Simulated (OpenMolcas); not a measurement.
Si2+: CASPT2 settings compared

* Program: OpenMolcas
* Basis: ANO-RCC-VDZP [4s3p1d]
* Scalar Hamiltonian: DKH2, point nucleus
* Active space: 2 electrons in 8 orbitals (3s 3p 4s 4p)
* State averaging: 2S+1 = 3 even, 3 roots; 2S+1 = 1 even, 7 roots; 2S+1 = 3 odd, 3 roots; 2S+1 = 1 odd, 3 roots
* Spin-orbit coupling: state interaction with AMFI integrals over the reference wave functions, term energies averaged over their components

Methods on the same reference wave functions:
A. CASSCF
B. SS-CASPT2, IPEA 0.4 Eh, real shift 0.15 Eh (closed shells correlated: 2s 2p)
C. SS-CASPT2, IPEA 0.75 Eh, real shift 0.25 Eh (closed shells correlated: 2s 2p)
D. SS-CASPT2, IPEA 0.1 Eh, sigma2 regulariser 0.5 Eh (closed shells correlated: 2s 2p)
E. MS-CASPT2, IPEA 0.1 Eh, sigma2 regulariser 0.5 Eh (closed shells correlated: 2s 2p)

Energies in cm⁻¹ above 3s² ¹S₀, the measured ground level; measured values from NIST levels in Kelleher and Podobedova, J. Phys. Chem. Ref. Data 37, 1285 (2008).

| Level | A | B | C | D | E | Measured |
| --- | --- | --- | --- | --- | --- | --- |
| 3s² ¹S₀ | 0.0 | 0.0 | 0.0 | 0.0 | 0.0 | 0.0 |
| 3s 3p ³P°₀ | 52513 | 51747 | 51815 | 51683 | 51684 | 52725 |
| 3s 3p ³P°₁ | 52619 | 51853 | 51921 | 51789 | 51790 | 52853 |
| 3s 3p ³P°₂ | 52832 | 52066 | 52134 | 52003 | 52004 | 53115 |
| 3s 3p ¹P°₁ | 93591 | 86908 | 87384 | 86466 | 86466 | 82884 |

Deviations, from unrounded energies. A percentage is the sum of absolute deviations over the sum of measured energies, with the sign that they share, or ± where signs differ.

| Against measurement | Levels | A | B | C | D | E |
| --- | --- | --- | --- | --- | --- | --- |
| mean absolute deviation (cm-1) | 4 | 2900 | 1800 | 1800 | 1700 | 1700 |
| other configurations (%) | 4 | ±4.7 | ±2.9 | ±3.0 | ±2.8 | ±2.8 |

B, D, E lie about equally close to measurement and A furthest from it. The largest miss of E in the table is 3s 3p ¹P°₁, by +3600 cm-1. The ranking rests on the paired levels alone, and a cruder setting can come out closer through cancelling errors.

Among B to E the level of the table that moves most is 3s 3p ¹P°₁, by 920 cm-1 (lowest in D, highest in C).

The lowest spin-free term lies below A's lowest term by 0.006 hartree in B, 0.006 hartree in C, 0.006 hartree in D, 0.006 hartree in E.

Over all roots computed the reference weight is 0.94 to 1.00 in B; the roots of lowest weight are the least certain, and an intruder state may touch them. The run also gave levels led by 3s 4s, which use shells meant for correlation; these and all levels above them are left out. Computed and measured levels are paired by configuration, term and J; levels that our copy of the source lacks, or whose pairing is in doubt (as where it misses far off the trend of its configuration), stay unpaired and out of the deviations. Only configurations of the active space appear. The table leaves out levels that lie high or whose names do not pair safely across all columns.

° marks odd parity.
